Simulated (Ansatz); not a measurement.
## Nudged elastic band run: ClFGaHS

The input (input.yaml):

```yaml
crystal:
  periodic: [false, false, false]
  atoms:
    - { symbol: F, position_ang: [-0.252582, -1.465399, 1.135078] }
    - { symbol: Ga, position_ang: [-0.435069, -0.266774, -0.128664] }
    - { symbol: S, position_ang: [1.092498, 1.28466, -0.361485] }
    - { symbol: Cl, position_ang: [-2.170461, -0.428394, -1.365433] }
    - { symbol: H, position_ang: [1.815414, 0.802106, 0.679104] }
basis:
  gaussian: { orbitals: def2-SVP }
hamiltonian:
  xc: b3lyp
  dispersion: d4
neb:
  order_check: false
  images: 6
  f_tol: 0.05
  max_iterations: 55
  initial_path: idpp
  climbing: false
  final_atoms:
    - { symbol: F, position_ang: [-0.57745917, -1.83502272, 1.21737246] }
    - { symbol: Ga, position_ang: [-0.29512625, -0.46568859, 0.16806151] }
    - { symbol: S, position_ang: [1.50186729, 0.7493919, 0.47257387] }
    - { symbol: Cl, position_ang: [-1.76485468, -0.09886401, -1.34648502] }
    - { symbol: H, position_ang: [1.18537281, 1.57638243, -0.55292283] }
```

Command:

```bash
$ ansatz run input.yaml --threads 1 --pin off --max-ram 2048MiB --backend cpu --events-out ev --progress --plain --runs-dir out
```

Output, in part (warnings, iteration lines, the closing report on the highest movable image, with atoms numbered from 0):

```
NEB end point (image 0): max|allowed force component| = 8.903e-3 eV/Å (the criterion of neb.relax_end_points is 1.000e-2)
NEB end point (image 7): max|allowed force component| = 3.235e-3 eV/Å (the criterion of neb.relax_end_points is 1.000e-2)
NEB iter   1: max|band force component| = 1.364e0 eV/Å  barrier→ = 0.3110 eV  barrier← = 0.3067 eV  Δτ_max = 0.2000 Å  (208 SCF iters)
NEB iter   2: max|band force component| = 3.607e-1 eV/Å  barrier→ = 0.2278 eV  barrier← = 0.2234 eV  Δτ_max = 0.0872 Å  (173 SCF iters)
NEB iter   3: max|band force component| = 1.061e-1 eV/Å  barrier→ = 0.2096 eV  barrier← = 0.2052 eV  Δτ_max = 0.0101 Å  (176 SCF iters)
NEB iter   4: max|band force component| = 4.248e-2 eV/Å  barrier→ = 0.2092 eV  barrier← = 0.2049 eV  Δτ_max = 0.0000 Å  (306 SCF iters)
Total energy: -78458.83345123 eV, -2883.3089480254 hartree
Atom 0 at    -0.158540    -2.017041     0.637695 Å, force    -0.004423    -0.010954    -0.029871 eV/Å
Atom 1 at    -0.287390    -0.447058    -0.125993 Å, force    -0.014017    -0.038050     0.031719 eV/Å
Atom 2 at     1.532769     0.755061    -0.487643 Å, force     0.045167    -0.029108    -0.007954 eV/Å
Atom 3 at    -2.292314     0.096066    -0.647317 Å, force     0.012239     0.021314     0.012619 eV/Å
Atom 4 at     1.255275     1.539172     0.581857 Å, force    -0.038965     0.056798    -0.006512 eV/Å
Dipole moment:     0.146939     0.374587     0.035013 e Å
```

It converged. No image climbed, so the highest image needn't sit at the top of the path.

Final band (atoms are numbered from 1 in the order of the input):

```csv
image,path coordinate (Å),energy (eV),dihedral Cl4–Ga2–S3–H5 (°)
0,0.00,0.000,180
1,0.41,0.043,154
2,0.82,0.133,129
3,1.23,0.204,104
4,1.64,0.209,79
5,2.05,0.142,53
6,2.46,0.049,27
7,2.87,0.004,0
```

Run time: 110 s on 1 thread of Arm Neoverse V1, on a shared host, peak memory 0.19 GiB.
